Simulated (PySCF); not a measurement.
Identify the unknown among the candidates.

All candidates are C6H13O2P.

- Dipole: 1.39 D [PBE0/pcSseg-1]
- 1H NMR: chemical shifts (computed TMS as zero) by class: 2.83 (3 H), 1.99 (1 H), 1.34 (1 H), 1.33 (1 H), 1.27 (1 H), 1.26 (3 H), 1.14 (3 H) ppm [GIAO PBE0/pcSseg-1]
- 13C NMR: chemical shifts (computed TMS as zero) by class: 232.5 (1 C), 35.1 (1 C), 34.9 (1 C), 18.3 (1 C), 18.0 (1 C), 14.2 (1 C) ppm [GIAO PBE0/pcSseg-1]
- Rotational structure: rotational constants A, B, C: 2.128, 0.801, 0.762 GHz [GFN2-xTB]
- NMR, other nuclei: isotropic shieldings of nuclei other than C and H, by class: -398 (1 O), 249 (1 O), 310 (1 P) ppm [GIAO PBE0/pcSseg-1]

Gas-phase values; electronic properties from PySCF, density fitting. Levels stand in brackets. Geometry: GFN2-xTB, one conformer, isolated molecule. NMR classes are plain means over equivalent atoms (diastereotopic ones count apart unless rotation or inversion swaps them), as if these changed places fast.

Question: Which candidate is it?
A. `CC(C)[P@](=O)(O)C1CC1`
B. `CCC[P@](C)(=O)C(C)=O`
C. `CCCP(C)C(=O)OC`
D. `CCP1(=O)CCOCC1`
E. `C[P@](=O)(O)C1CCCC1`

Answer: B. It is `CCC[P@](C)(=O)C(C)=O`. Numbering: `[CH3:1][CH2:2][CH2:3][P@:4]([CH3:5])(=[O:6])[C:7]([CH3:8])=[O:9]`. 6 carbons fall into 6 classes; from least to most shielded: carbonyl carbon [C7] (232.5 ppm), methyl carbon next to a carbonyl [C8] (35.1 ppm), sp3 carbon bound to phosphorus [C3] (34.9 ppm), methyl carbon [C1] (18.3 ppm), chain CH2 carbon [C2] (18.0 ppm), sp3 carbon bound to phosphorus [C5] (14.2 ppm). Hydrogen classes from least to most shielded: 3 H on a methyl carbon next to a carbonyl, C8 (2.83 ppm, a mean of values up to 1.0 ppm apart in this geometry), 1 H on a chain CH2 carbon, C2 (1.99 ppm), 1 H on an sp3 carbon bound to phosphorus, C3 (1.34 ppm), 1 H on an sp3 carbon bound to phosphorus, C3 (1.33 ppm), 1 H on a chain CH2 carbon, C2 (1.27 ppm), 3 H on an sp3 carbon bound to phosphorus, C5 (1.26 ppm, a mean of values up to 0.5 ppm apart in this geometry), 3 H on a methyl carbon, C1 (1.14 ppm, a mean of values up to 0.5 ppm apart in this geometry). The other shieldings belong to: -398 ppm, carbonyl oxygen [O9]; 249 ppm, phosphoryl oxygen [O6]; 310 ppm, phosphoryl phosphorus [P4]. The optimised geometry has point group C1 and is an asymmetric top.

The others, at the same levels:
- `CCCP(C)C(=O)OC` fails: its computed 13C shifts are 189.8 (1 C), 50.8 (1 C), 36.2 (1 C), 21.3 (1 C), 16.1 (1 C), 12.8 (1 C) ppm, 1H shifts are 4.03 (3 H), 1.99 (2 H), 1.56 (2 H), 1.38 (3 H), 1.14 (3 H) ppm and rotational constant A is 3.035 GHz (against 2.128 GHz).
- `CCP1(=O)CCOCC1` fails: it has 4 carbon classes against 6; its computed 13C shifts are 67.6 (2 C), 33.4 (2 C), 30.3 (1 C), 6.2 (1 C) ppm, 1H shifts are 4.35 (2 H), 4.21 (2 H), 1.49 (2 H), 1.39 (2 H), 1.37 (2 H), 1.29 (3 H) ppm and rotational constant A is 2.620 GHz (against 2.128 GHz).
- `C[P@](=O)(O)C1CCCC1` fails: its computed 13C shifts are 44.1 (1 C), 31.9 (1 C), 29.0 (1 C), 29.0 (1 C), 25.8 (1 C), 19.3 (1 C) ppm, 1H shifts are 2.26 (1 H), 1.90 (1 H), 1.87 (1 H), 1.86 (1 H), 1.86 (1 H), 1.83 (1 H), 1.77 (1 H), 1.67 (1 H), 1.65 (1 H), 1.43 (1 H), 1.32 (3 H) ppm and rotational constant A is 2.545 GHz (against 2.128 GHz).
- `CC(C)[P@](=O)(O)C1CC1` fails: its computed 13C shifts are 38.5 (1 C), 18.3 (1 C), 17.1 (1 C), 8.1 (1 C), 5.9 (1 C), 1.1 (1 C) ppm, 1H shifts are 1.82 (1 H), 1.75 (1 H), 1.30 (3 H), 1.21 (3 H), 0.80 (1 H), 0.77 (1 H), 0.74 (1 H), 0.73 (1 H), 0.68 (1 H) ppm and rotational constant A is 1.847 GHz (against 2.128 GHz).

Each candidate is one conformer, not necessarily the lowest. The conformers computed, where there is a choice (atom-mapped SMILES and torsion angles):
- `[CH3:1][CH2:2][CH2:3][P@:4]([CH3:5])(=[O:6])[C:7]([CH3:8])=[O:9]`: C1–C2–C3–P4 174°, C2–C3–P4–C5 72°, C3–P4–C7–C8 124°
- `[CH3:1][CH2:2][CH2:3][P:4]([CH3:5])[C:6](=[O:7])[O:8][CH3:9]`: C1–C2–C3–P4 61°, C2–C3–P4–C5 76°, C3–P4–C6–O7 25°, P4–C6–O8–C9 -176°
- `[CH3:1][CH:2]([CH3:3])[P@:4](=[O:5])([OH:6])[CH:7]1[CH2:8][CH2:9]1`: C1–C2–P4–O5 -59°, C2–P4–C7–C8 89°, H–O6–P4–C2 121°

The conformers of `CCP1(=O)CCOCC1` and `C[P@](=O)(O)C1CCCC1` aren't listed.
